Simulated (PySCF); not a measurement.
## Calculated data, AlBH3, AlBFH2

Calculation on a computer-drawn molecule: vertical ionisation energy to the stated ion spin, frozen-core CCSD(T) at the basis limit and cheaper methods, single-reference cases, UHF for radicals, no spin-orbit; all values are single points at the evaluated structure, the first of each entry, which is the reference or a displaced copy of it and isn't optimised; the reference structure only sets the zero of the energies above reference; triples share is (T) over the correlation energy. Program: PySCF 2.14.0.

Common to all runs: charge 0; multiplicity 2; ion multiplicity 1; diffuse functions no; basis cc-pV(n+d)Z; reference is the Hartree-Fock double-zeta minimum; best is HF at quadruple zeta + MP2 correlation extrapolated from triple and quadruple zeta + CCSD(T) minus MP2 at triple zeta; basis step is the size of the change from the same recipe one zeta lower.

(1) 
```xyz
5
formula=AlBH3 ionisation_energy_best=7.921 ionisation_energy_basis_step=0.02844 energy_above_reference_best=4.58 energy_above_reference_basis_step=0.1099 total_energy_HF_triple_zeta=-268.2613 total_energy_CCSD(T)_triple_zeta=-268.4558 total_energy_best=-268.4786 T1_diagnostic_at_triple_zeta=0.0148 D1_diagnostic_at_triple_zeta=0.03754 spin_squared_at_triple_zeta=0.7599 ion_T1_diagnostic_at_triple_zeta=0.01503 ion_D1_diagnostic_at_triple_zeta=0.0374 triples_share_at_triple_zeta=0.02513 basis_functions_triple_zeta=111 dipole_magnitude_HF_at_triple_zeta=0.8585 dipole_magnitude_CCSD_unrelaxed_at_triple_zeta=0.8842 dipole_magnitude_PBE_at_triple_zeta=0.9344 dipole_magnitude_r2SCAN_at_triple_zeta=0.9106 dipole_magnitude_B3LYP_at_triple_zeta=0.9515 dipole_magnitude_wB97X_at_triple_zeta=0.9337
B     -0.1740     0.8062    -2.3933
Al    -0.8843    -1.0721    -1.9926
H      0.1393     1.8245    -2.6380
H     -1.3416    -1.9858    -3.1132
H     -0.8378    -1.5477    -0.5598
```

Units: ionisation_energy_best, ionisation_energy_basis_step in eV; energy_above_reference_best, energy_above_reference_basis_step in kcal/mol; total_energy_HF_triple_zeta, total_energy_CCSD(T)_triple_zeta, total_energy_best in hartree; dipole_magnitude_HF_at_triple_zeta, dipole_magnitude_CCSD_unrelaxed_at_triple_zeta, dipole_magnitude_PBE_at_triple_zeta, dipole_magnitude_r2SCAN_at_triple_zeta, dipole_magnitude_B3LYP_at_triple_zeta, dipole_magnitude_wB97X_at_triple_zeta in debye.

Reference structure:
```xyz
5
AlBH3
B     -0.2242     0.7815    -2.4430
Al    -0.8552    -1.1231    -1.9912
H      0.1413     1.8833    -2.7043
H     -1.3786    -2.0570    -3.1544
H     -0.8045    -1.6148    -0.4896
```

Drawn bonds:
```csv
atom,other atom,order
1,2,1
1,3,1
2,4,1
2,5,1
```

Triple zeta:
```csv
method,ionisation energy (eV),energy above reference (kcal/mol)
HF,7.36,4.305
PBE,8.101,5.61
r2SCAN,8.219,4.807
B3LYP,8.066,4.249
wB97X,7.963,4.539
MP2,7.83,4.245
CCSD,7.83,4.626
CCSD(T),7.872,4.741
```

(2) 
```xyz
5
formula=AlBFH2 ionisation_energy_best=8.194 ionisation_energy_basis_step=0.04008 energy_above_reference_best=0.8862 energy_above_reference_basis_step=0.151 total_energy_HF_triple_zeta=-367.2517 total_energy_CCSD(T)_triple_zeta=-367.6894 total_energy_best=-367.7637 T1_diagnostic_at_triple_zeta=0.01357 D1_diagnostic_at_triple_zeta=0.03322 spin_squared_at_triple_zeta=0.7606 ion_T1_diagnostic_at_triple_zeta=0.01483 ion_D1_diagnostic_at_triple_zeta=0.03532 triples_share_at_triple_zeta=0.02767 basis_functions_triple_zeta=127 dipole_magnitude_HF_at_triple_zeta=2.119 dipole_magnitude_CCSD_unrelaxed_at_triple_zeta=1.946 dipole_magnitude_PBE_at_triple_zeta=1.961 dipole_magnitude_r2SCAN_at_triple_zeta=1.965 dipole_magnitude_B3LYP_at_triple_zeta=2.032 dipole_magnitude_wB97X_at_triple_zeta=2.019
B      2.0359    -1.7253     0.8417
Al     0.8453    -1.1468     2.4473
F      1.2358     0.3280     3.1817
H      2.6633    -2.1185    -0.0480
H     -0.3639    -1.9494     3.0123
```

Units: ionisation_energy_best, ionisation_energy_basis_step in eV; energy_above_reference_best, energy_above_reference_basis_step in kcal/mol; total_energy_HF_triple_zeta, total_energy_CCSD(T)_triple_zeta, total_energy_best in hartree; dipole_magnitude_HF_at_triple_zeta, dipole_magnitude_CCSD_unrelaxed_at_triple_zeta, dipole_magnitude_PBE_at_triple_zeta, dipole_magnitude_r2SCAN_at_triple_zeta, dipole_magnitude_B3LYP_at_triple_zeta, dipole_magnitude_wB97X_at_triple_zeta in debye.

Reference structure:
```xyz
5
AlBFH2
B      1.9905    -1.7267     0.8789
Al     0.8397    -1.1168     2.4637
F      1.2219     0.3380     3.1630
H      2.6461    -2.0965    -0.0397
H     -0.3677    -1.9257     3.0552
```

Drawn bonds:
```csv
atom,other atom,order
1,2,1
2,3,1
1,4,1
2,5,1
```

Triple zeta:
```csv
method,ionisation energy (eV),energy above reference (kcal/mol)
HF,7.671,1.244
PBE,8.386,0.6597
r2SCAN,8.517,0.9309
B3LYP,8.36,0.7848
wB97X,8.237,0.9507
MP2,8.072,0.7315
CCSD,8.095,0.9707
CCSD(T),8.124,0.9011
```

(3) 
```xyz
5
formula=AlBFH2 ionisation_energy_best=8.306 ionisation_energy_basis_step=0.03621 energy_above_reference_best=36.26 energy_above_reference_basis_step=0.2002 total_energy_HF_triple_zeta=-367.1897 total_energy_CCSD(T)_triple_zeta=-367.6340 total_energy_best=-367.7073 T1_diagnostic_at_triple_zeta=0.02154 D1_diagnostic_at_triple_zeta=0.08045 spin_squared_at_triple_zeta=0.8023 ion_T1_diagnostic_at_triple_zeta=0.01561 ion_D1_diagnostic_at_triple_zeta=0.03408 triples_share_at_triple_zeta=0.02919 basis_functions_triple_zeta=127 dipole_magnitude_HF_at_triple_zeta=1.467 dipole_magnitude_CCSD_unrelaxed_at_triple_zeta=1.364 dipole_magnitude_PBE_at_triple_zeta=1.322 dipole_magnitude_r2SCAN_at_triple_zeta=1.309 dipole_magnitude_B3LYP_at_triple_zeta=1.387 dipole_magnitude_wB97X_at_triple_zeta=1.379
B      1.9808    -1.7635     0.8706
Al     0.8176    -1.1218     2.4468
F      1.1972     0.3247     3.1578
H      2.9337    -2.2089    -0.4619
H     -0.3542    -1.9436     3.0788
```

Units: ionisation_energy_best, ionisation_energy_basis_step in eV; energy_above_reference_best, energy_above_reference_basis_step in kcal/mol; total_energy_HF_triple_zeta, total_energy_CCSD(T)_triple_zeta, total_energy_best in hartree; dipole_magnitude_HF_at_triple_zeta, dipole_magnitude_CCSD_unrelaxed_at_triple_zeta, dipole_magnitude_PBE_at_triple_zeta, dipole_magnitude_r2SCAN_at_triple_zeta, dipole_magnitude_B3LYP_at_triple_zeta, dipole_magnitude_wB97X_at_triple_zeta in debye.

Reference structure:
```xyz
5
AlBFH2
B      1.9905    -1.7267     0.8789
Al     0.8397    -1.1168     2.4637
F      1.2219     0.3380     3.1630
H      2.6461    -2.0965    -0.0397
H     -0.3677    -1.9257     3.0552
```

Drawn bonds:
```csv
atom,other atom,order
1,2,1
2,3,1
1,4,1
2,5,1
```

Triple zeta:
```csv
method,ionisation energy (eV),energy above reference (kcal/mol)
HF,7.861,40.15
PBE,8.47,33.58
r2SCAN,8.627,35.81
B3LYP,8.464,36.62
wB97X,8.355,37.52
MP2,8.167,39.47
CCSD,8.212,36.28
CCSD(T),8.247,35.67
```

(4) 
```xyz
5
formula=AlBFH2
B      2.0536    -1.8227     0.8813
Al     0.7986    -1.1939     2.4457
F      1.1825     0.3172     3.1734
H      2.6059    -2.0449    -0.0313
H     -0.3212    -1.8447     3.0789
```

Reference structure:
```xyz
5
AlBFH2
B      1.9905    -1.7267     0.8789
Al     0.8397    -1.1168     2.4637
F      1.2219     0.3380     3.1630
H      2.6461    -2.0965    -0.0397
H     -0.3677    -1.9257     3.0552
```

Drawn bonds:
```csv
atom,other atom,order
1,2,1
2,3,1
1,4,1
2,5,1
```

(5) 
```xyz
5
formula=AlBFH2
B      2.0536    -1.8227     0.8813
Al     0.7986    -1.1939     2.4457
F      1.1825     0.3172     3.1734
H      2.5314    -2.0149     0.0918
H     -0.3212    -1.8447     3.0789
```

Reference structure:
```xyz
5
AlBFH2
B      1.9905    -1.7267     0.8789
Al     0.8397    -1.1168     2.4637
F      1.2219     0.3380     3.1630
H      2.6461    -2.0965    -0.0397
H     -0.3677    -1.9257     3.0552
```

Drawn bonds:
```csv
atom,other atom,order
1,2,1
2,3,1
1,4,1
2,5,1
```

Question: What total energy HF triple zeta does the calculation give for AlBFH2 (entry 4)?
Answer: -367.2399 hartree

Question: Give the table of triple zeta values for AlBFH2 (entry 4).
Answer: 
Triple zeta:
```csv
method,ionisation energy (eV),energy above reference (kcal/mol)
HF,7.699,8.691
PBE,8.421,8.574
r2SCAN,8.55,8.516
B3LYP,8.393,7.875
wB97X,8.265,8.301
MP2,8.096,7.881
CCSD,8.124,8.452
CCSD(T),8.152,8.417
```

Question: What dipole magnitude wB97X at triple zeta does the calculation give for AlBFH2 (entry 5)?
Answer: 2.487 debye

Question: Estimate the energy above reference basis step of AlBFH2 (entry 5).
Answer: 0.3438 kcal/mol

Question: AlBFH2 (entry 5): T1 diagnostic at triple zeta?
Answer: 0.01355

Question: Give the table of triple zeta values for AlBFH2 (entry 5).
Answer: 
Triple zeta:
```csv
method,ionisation energy (eV),energy above reference (kcal/mol)
HF,7.7,31.65
PBE,8.434,32.17
r2SCAN,8.559,31.62
B3LYP,8.406,30.36
wB97X,8.277,31.46
MP2,8.102,30.81
CCSD,8.13,31.54
CCSD(T),8.157,31.59
```

Further results for AlBFH2 (entry 4):

| Quantity | Value |
| --- | --- |
| ionisation energy best | 8.224 eV |
| ionisation energy basis step | 0.04204 eV |
| energy above reference best | 8.348 kcal/mol |
| energy above reference basis step | 0.4205 kcal/mol |
| total energy CCSD(T) triple zeta | -367.6774 hartree |
| total energy best | -367.7518 hartree |
| T1 diagnostic at triple zeta | 0.01369 |
| D1 diagnostic at triple zeta | 0.03472 |
| spin squared at triple zeta | 0.7607 |
| ion T1 diagnostic at triple zeta | 0.01507 |
| ion D1 diagnostic at triple zeta | 0.03687 |
| triples share at triple zeta | 0.02755 |
| basis functions triple zeta | 127 |
| dipole magnitude HF at triple zeta | 2.558 debye |
| dipole magnitude CCSD unrelaxed at triple zeta | 2.346 debye |
| dipole magnitude PBE at triple zeta | 2.32 debye |
| dipole magnitude r2SCAN at triple zeta | 2.349 debye |
| dipole magnitude B3LYP at triple zeta | 2.416 debye |
| dipole magnitude wB97X at triple zeta | 2.41 debye |

Further results for AlBFH2 (entry 5):

| Quantity | Value |
| --- | --- |
| ionisation energy best | 8.231 eV |
| ionisation energy basis step | 0.04153 eV |
| energy above reference best | 31.21 kcal/mol |
| total energy HF triple zeta | -367.2033 hartree |
| total energy CCSD(T) triple zeta | -367.6405 hartree |
| total energy best | -367.7154 hartree |
| D1 diagnostic at triple zeta | 0.03432 |
| spin squared at triple zeta | 0.7601 |
| ion T1 diagnostic at triple zeta | 0.01499 |
| ion D1 diagnostic at triple zeta | 0.03686 |
| triples share at triple zeta | 0.02727 |
| basis functions triple zeta | 127 |
| dipole magnitude HF at triple zeta | 2.64 debye |
| dipole magnitude CCSD unrelaxed at triple zeta | 2.422 debye |
| dipole magnitude PBE at triple zeta | 2.397 debye |
| dipole magnitude r2SCAN at triple zeta | 2.431 debye |
| dipole magnitude B3LYP at triple zeta | 2.493 debye |
